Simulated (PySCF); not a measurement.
Record of a relaxation.

Species: C₄H₁₀OSi₂.
SMILES with atom numbers: `[SiH3:1][O:2][SiH:3]1[CH2:4][CH:5]=[CH:6][CH2:7]1` (hydrogens: H8, H9, H10 on Si1; H11 on Si3; H12, H13 on C4; H14 on C5; H15 on C6; H16, H17 on C7)

Computed by this run: PySCF, PBE0-D3(BJ)/def2-SVP geometry optimisation, gas phase; density fitting, grid level 1; the optimiser is geomeTRIC in internal coordinates, started from a GFN2-xTB structure with every atom displaced at random (about 0.01 Å). 6 of its 14 geometries are shown. The frame can shift and turn from step to step; on so coarse a grid that alone can change the energy by a few meV, and forces under 0.02 eV/Å are noise.

Step 0: E = -22091.6039 eV, largest atomic force 1.657 eV/Å
```
atom  x, y, z in Å  |  force x, y, z in eV/Å
Si1     2.869   -1.115    0.251   -1.287   1.029  -0.175
O2      1.439   -0.754   -0.489    0.305  -0.238   0.116
Si3     0.039   -0.053   -0.966    0.211   0.406   1.129
C4     -1.448   -0.923   -0.260   -1.475   0.527  -0.493
C5     -2.176    0.134    0.531   -0.036  -0.180   0.129
C6     -1.626    1.344    0.625    0.698  -0.334  -0.473
C7     -0.313    1.594   -0.078   -0.556   0.186  -0.256
H8      3.124   -2.487   -0.072    0.544  -1.151  -0.068
H9      3.852   -0.185   -0.300    0.718   0.216  -0.096
H10     2.681   -0.871    1.694    0.229  -0.102   0.436
H11     0.146    0.016   -2.406   -0.213   0.135  -0.941
H12    -2.148   -1.304   -1.020    0.068  -0.142  -0.271
H13    -1.270   -1.765    0.376    0.576  -0.999   0.590
H14    -3.122   -0.103    1.038    0.093  -0.023  -0.093
H15    -2.076    2.134    1.192   -0.441   0.641   0.470
H16     0.442    1.897    0.655    0.411   0.001   0.100
H17    -0.431    2.453   -0.760    0.155   0.030  -0.101
```

Step 3: E = -22091.8541 eV, largest atomic force 0.070 eV/Å
```
atom  x, y, z in Å  |  force x, y, z in eV/Å
Si1     2.659   -1.141    0.329   -0.026   0.040   0.003
O2      1.228   -0.825   -0.421    0.030  -0.063   0.011
Si3    -0.152   -0.104   -0.977   -0.025   0.030  -0.015
C4     -1.721   -0.951   -0.350   -0.042   0.008  -0.018
C5     -2.392    0.143    0.440    0.038  -0.006  -0.007
C6     -1.808    1.349    0.517    0.005  -0.001   0.012
C7     -0.497    1.582   -0.188   -0.024   0.006  -0.013
H8      3.056   -2.553    0.061    0.004  -0.014  -0.003
H9      3.725   -0.228   -0.184    0.008   0.000   0.006
H10     2.524   -0.944    1.805    0.009   0.001   0.001
H11    -0.057   -0.052   -2.466    0.013  -0.007  -0.005
H12    -2.363   -1.315   -1.172   -0.007   0.009   0.015
H13    -1.503   -1.833    0.277    0.027  -0.015   0.001
H14    -3.342   -0.053    0.951   -0.002   0.003  -0.005
H15    -2.270    2.159    1.092   -0.010   0.015   0.005
H16     0.295    1.896    0.516    0.015  -0.011  -0.004
H17    -0.572    2.391   -0.937   -0.013   0.006   0.015
```

Step 5: E = -22091.8563 eV, largest atomic force 0.095 eV/Å
```
atom  x, y, z in Å  |  force x, y, z in eV/Å
Si1     2.632   -1.127    0.332   -0.006   0.046   0.011
O2      1.211   -0.840   -0.446   -0.027  -0.029  -0.029
Si3    -0.164   -0.104   -1.009    0.053  -0.025   0.076
C4     -1.729   -0.949   -0.363    0.021   0.029  -0.059
C5     -2.372    0.136    0.461    0.024   0.004  -0.008
C6     -1.779    1.337    0.539   -0.017   0.024   0.017
C7     -0.487    1.576   -0.197   -0.012  -0.020  -0.046
H8      3.048   -2.539    0.090    0.004  -0.009   0.001
H9      3.699   -0.210   -0.173    0.000  -0.006  -0.003
H10     2.476   -0.909    1.803   -0.002  -0.007  -0.001
H11    -0.055   -0.058   -2.496   -0.019   0.011  -0.008
H12    -2.395   -1.299   -1.171   -0.006  -0.011   0.014
H13    -1.484   -1.839    0.243   -0.018  -0.026   0.005
H14    -3.313   -0.061    0.988    0.008   0.000   0.002
H15    -2.227    2.144    1.131    0.000   0.002   0.012
H16     0.328    1.866    0.489    0.002   0.015   0.004
H17    -0.577    2.399   -0.927   -0.005   0.001   0.012
```

Step 8: E = -22091.8630 eV, largest atomic force 0.179 eV/Å
```
atom  x, y, z in Å  |  force x, y, z in eV/Å
Si1     2.546   -1.062    0.347    0.075  -0.047   0.047
O2      1.162   -0.925   -0.537   -0.025  -0.030  -0.068
Si3    -0.188   -0.133   -1.086   -0.086   0.067  -0.078
C4     -1.762   -0.941   -0.427    0.030  -0.092   0.150
C5     -2.285    0.101    0.527   -0.049   0.017  -0.018
C6     -1.657    1.284    0.622   -0.017  -0.017  -0.038
C7     -0.441    1.538   -0.231    0.087  -0.003   0.128
H8      3.062   -2.458    0.226   -0.017   0.028  -0.001
H9      3.589   -0.116   -0.153   -0.009   0.014  -0.001
H10     2.282   -0.766    1.788   -0.005   0.015  -0.002
H11    -0.100   -0.064   -2.575    0.032  -0.009   0.018
H12    -2.507   -1.200   -1.198    0.019   0.043  -0.061
H13    -1.527   -1.889    0.092   -0.028   0.044  -0.020
H14    -3.179   -0.107    1.127    0.009  -0.011   0.019
H15    -2.024    2.061    1.302    0.022  -0.019  -0.004
H16     0.437    1.809    0.385   -0.028   0.027  -0.009
H17    -0.595    2.388   -0.917   -0.009  -0.028  -0.063
```

Step 10: E = -22091.8693 eV, largest atomic force 0.197 eV/Å
```
atom  x, y, z in Å  |  force x, y, z in eV/Å
Si1     2.479   -1.009    0.355    0.039  -0.049   0.024
O2      1.131   -0.996   -0.601    0.027  -0.023  -0.027
Si3    -0.202   -0.159   -1.130   -0.106   0.082  -0.109
C4     -1.788   -0.934   -0.464   -0.002  -0.114   0.161
C5     -2.223    0.072    0.570   -0.048   0.017  -0.012
C6     -1.562    1.236    0.677   -0.009  -0.022  -0.042
C7     -0.399    1.503   -0.245    0.091   0.007   0.140
H8      3.069   -2.379    0.332   -0.017   0.019  -0.007
H9      3.494   -0.034   -0.149   -0.006   0.013   0.004
H10     2.128   -0.653    1.764   -0.001   0.017   0.000
H11    -0.125   -0.070   -2.618    0.038  -0.017   0.015
H12    -2.572   -1.106   -1.222    0.025   0.060  -0.060
H13    -1.592   -1.925   -0.014   -0.002   0.050  -0.018
H14    -3.078   -0.147    1.219    0.003  -0.009   0.015
H15    -1.862    1.987    1.416    0.014  -0.013  -0.005
H16     0.511    1.780    0.320   -0.026   0.011  -0.013
H17    -0.599    2.356   -0.916   -0.020  -0.030  -0.064
```

Step 13: E = -22091.8741 eV, largest atomic force 0.021 eV/Å
```
atom  x, y, z in Å  |  force x, y, z in eV/Å
Si1     2.456   -0.991    0.358   -0.013  -0.005  -0.006
O2      1.127   -1.033   -0.627    0.009   0.018   0.007
Si3    -0.204   -0.173   -1.139    0.006  -0.009   0.007
C4     -1.801   -0.930   -0.472   -0.004   0.009  -0.006
C5     -2.203    0.060    0.590    0.006  -0.003  -0.001
C6     -1.524    1.213    0.702    0.002   0.002   0.001
C7     -0.380    1.484   -0.241   -0.010  -0.002  -0.003
H8      3.074   -2.347    0.376    0.002  -0.003   0.002
H9      3.456   -0.001   -0.148    0.001  -0.001   0.001
H10     2.069   -0.605    1.750    0.001  -0.001   0.001
H11    -0.123   -0.077   -2.625    0.001  -0.004  -0.002
H12    -2.579   -1.030   -1.249   -0.001   0.002   0.003
H13    -1.644   -1.942   -0.062   -0.001  -0.007  -0.003
H14    -3.042   -0.163    1.258    0.001   0.001  -0.001
H15    -1.795    1.953    1.462    0.000   0.001   0.002
H16     0.535    1.792    0.295    0.004   0.003  -0.004
H17    -0.614    2.313   -0.934   -0.003   0.000   0.003
```

Question: Summarise the path.

Answer: The energy falls by 0.2701 eV from step 0 to step 13; nine tenths of that is first reached at step 2. It rises by more than 0.2 meV at step 9. The largest force goes from 1.657 to 0.021 eV/Å. Among the bonds Si1–H8 changes most, from 1.432 to 1.490 Å; the atoms move by 0.364 Å rms after alignment.

The cost below is that of the whole optimisation. Hardware: one thread of an Arm Neoverse V2, no GPU, shared host with 96 logical CPUs at a one-minute load of 49. Cost: 2.6 min wall, 0.64 GiB resident at most.
